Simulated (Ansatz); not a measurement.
`O[SiH](O)N[SiH](O)Cl` from Hartree–Fock to CCSD(T)

Cartesian coordinates in Å:
```
O 0.0358 0.6733 -2.2349
Si 0.0580 -0.5745 -1.1729
O 1.6330 -0.6409 -0.6932
N -0.8914 -0.3720 0.2345
Si -0.5363 0.5597 1.6374
O 1.0180 1.0217 1.5816
Cl -0.9712 -0.6241 3.2662
H -0.7981 0.9295 -2.6300
H -0.3948 -1.8208 -1.8325
H 2.2767 -0.3477 -1.3419
H -1.6611 -1.0208 0.3241
H -1.3616 1.7681 1.8046
H 1.5929 0.4485 1.0569
```

Total charge 0; spin multiplicity 1. All single points use the PBE0-D4/def2-TZVP geometry. It is one conformer, not always the lowest. Frozen core, restricted reference, Ansatz 0.2.0. CBS rows extrapolate triple and quadruple zeta; past MP2 they add the triple-zeta difference.

| basis | HF (Eh) | MP2 corr. | CCSD corr. | (T) | CCSD(T) total |
| --- | --- | --- | --- | --- | --- |
| def2-TZVPP | -1320.36679 | -1.35352 | -1.39536 | -0.05252 | -1321.81467 |
| def2-QZVPP | -1320.41249 | -1.46771 | – | – | – |
| CBS(def2) | -1320.41879 | -1.55230 | -1.59414 | as TZ | -1322.06545 |
